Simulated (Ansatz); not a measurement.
Two isomers of C3H8Si2: A = `C#C[SiH2][SiH2]C`, B = `C#CC([SiH3])[SiH3]`.

Program: Ansatz. Geometries: PBE0-D4/def2-TZVP. ΔE: electronic, gas phase. CBS: MP2 limit from def2 TZ/QZ plus the TZ coupled-cluster correction, frozen cores. DFT in def2-TZVPP. B3LYP here is the variant with VWN-RPA as its local correlation; programs differ in this. One conformer a species, not always the lowest.

Q: Which is lower in electronic energy at CCSD(T)/CBS, and by how much? (Estimate.)

A: Computed: A, by 56.2 kJ/mol.

Q: Give E(B) − E(A) in kJ/mol with CCSD/def2-TZVPP, B3LYP-D4, PBE-D4, MP2/def2-TZVPP, PBE0-D4, B2PLYP, r2SCAN-D4. (Best estimate.)

A: The calculation gave: CCSD/def2-TZVPP 54.6, B3LYP-D4 54.8, PBE-D4 61.0, MP2/def2-TZVPP 47.3, PBE0-D4 58.2, B2PLYP 56.2, r2SCAN-D4 60.0. None reverses the order clearly.

Largest T1 diagnostic: 0.012.

From PBE to PBE0 (25 % exact exchange), in def2-TZVPP and without D4, E(B) − E(A) moves by −3.4 kJ/mol. The D4 term adds −5.2 kJ/mol with B3LYP and −2.6 kJ/mol with PBE0; it sums over pairs of atoms, weighted by their polarisabilities, and B3LYP, whose exchange is more repulsive, gets the larger term.
